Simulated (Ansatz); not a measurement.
Relaxation of CH5AlSSi (9 atoms, charge 0, multiplicity 1), to a largest force component of 0.015 eV/Å in at most 40 steps.

Computed with RKS BHLYP/cc-pVDZ in Ansatz 0.2.0.

```xyz
9
Properties=species:S:1:pos:R:3
C -0.370 1.530 -1.664
Si 0.752 0.399 -0.899
Al 0.243 -0.863 1.082
S -1.553 -1.978 1.695
H -1.384 1.641 -1.313
H -0.137 2.104 -2.544
H 2.115 0.344 -1.485
H 1.273 -0.993 2.265
H -0.938 -2.184 2.863
```

Problem. Where does it end, and by what steps?

Solution. The run converged. The force dipped under the threshold on the way, but the program's further checks kept it going. After 19 steps the energy has fallen by 0.194 eV; S4 moved furthest, 0.75 Å.

```csv
step,energy less start (eV),largest force component (eV/Å),accepted
0,0.0000,1.325,yes
1,0.0402,1.505,no
2,-0.0966,0.467,yes
3,-0.1240,0.608,yes
4,-0.1391,0.396,yes
5,-0.1528,0.209,yes
6,-0.1468,0.322,no
7,-0.1659,0.141,yes
8,-0.1751,0.064,yes
9,-0.1805,0.210,yes
10,-0.1827,0.146,yes
11,-0.1390,0.279,no
12,-0.1888,0.101,yes
13,-0.1910,0.090,yes
14,-0.1923,0.041,yes
15,-0.1933,0.004,yes
16,-0.1937,0.023,yes
17,-0.1937,0.034,yes
18,-0.1938,0.024,yes
19,-0.1939,0.013,yes
```

```xyz
9
Properties=species:S:1:pos:R:3
C -0.452 1.264 -1.636
Si 0.864 0.558 -0.783
Al 0.485 -0.873 1.129
S -1.616 -1.230 1.682
H -1.482 1.086 -1.337
H -0.328 1.913 -2.499
H 2.233 0.863 -1.271
H 1.619 -1.555 1.986
H -1.324 -2.026 2.730
```

Whether the end is a true minimum wasn't checked by a vibrational analysis.

Run time: 47 s on 2 threads of Arm Neoverse V2, with other jobs on the host, peak memory 0.2 GiB.
